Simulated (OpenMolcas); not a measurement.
Ionisation energies of rubidium

```json
{
  "Program": "OpenMolcas 26.06",
  "Basis": "ANO-RCC-VTZP [7s6p3d1f]",
  "Scalar Hamiltonian": "DKH2, point nucleus",
  "Spin-orbit coupling": "state interaction with AMFI integrals over the reference wave functions, term energies averaged over their components"
}
```

Active shells in each charge state: the valence s, p, d shells, with orbitals averaged over the low states. Where CASPT2's correlated closed shells are named, they are those of the first ion.

A. CASSCF
B. SS-CASPT2, IPEA 0.25 Eh, imaginary shift 0.1 Eh (closed shells correlated: 4s 4p)
C. SS-CASPT2, IPEA 0.25 Eh, imaginary shift 0.1 Eh (closed shells correlated: 3d 4s 4p)
D. SS-CASPT2, IPEA 0.25 Eh, imaginary shift 0.1 Eh (closed shells correlated: none)
E. SS-CASPT2, IPEA 0 Eh, imaginary shift 0.1 Eh (closed shells correlated: 4s 4p)

Energies in eV between the lowest computed levels, named as in B; reference values from the NIST Atomic Spectra Database with their kind.

| From | To | A | B | C | D | E | Spin-orbit share in B | Reference |
| --- | --- | --- | --- | --- | --- | --- | --- | --- |
| Rb 5s 2S 1/2 | Rb+ 4p6 1S0 | 3.799 | 4.079 | 4.083 | 3.799 | 4.104 | +0.000 | 4.177 (measured) |

Error against the reference values, in %:

```
From  Reference     A     B     C     D     E
  Rb   measured  -9.0  -2.3  -2.3  -9.0  -1.7
```

Absolute error against the one measured value: A 0.38 eV, B 0.10 eV, C 0.09 eV, D 0.38 eV, E 0.07 eV. E lies closest.

The lowest level within the active space need not be the ion's true ground level.
